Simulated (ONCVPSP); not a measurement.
Configuration tests for fluorine (F) (ONCV)

- Element: F
- Generator: ONCVPSP 4.0.1
- Type: optimised norm-conserving Vanderbilt (ONCV)
- Functional: PBE
- Relativity: scalar-relativistic
- Frozen core: [He]
- Valence charge: 7
- Reference configuration: 2s2 2p5
- Partial waves: 2s: rc 0.75 bohr, ncon 4, nbas 7, qcut 10.5 1/bohr, 2 projectors, debl 3.3 Ha; 2p: rc 1.15 bohr, ncon 4, nbas 7, qcut 12.9 1/bohr, 2 projectors, debl 0.7 Ha
- Local potential: polynomial inside 0.55 bohr (lpopt 5, dvloc0 1 Ha)
- Core correction: Teter function, fcfact 4.5, rcfact 1.65

Energies are relative to the spin-unpolarised reference configuration 2s2 2p5; without spin polarisation the order of configurations can differ from experiment.

```csv
valence configuration,charge,ΔE all-electron (eV),error AE − PS (meV)
2s2 2p4,+1,19.390,+7.0
2s2 2p3,+2,57.775,+66
2s2 2p2,+3,118.412,+271
2s2 2p4.5,+0.5,7.543,+0.7
```
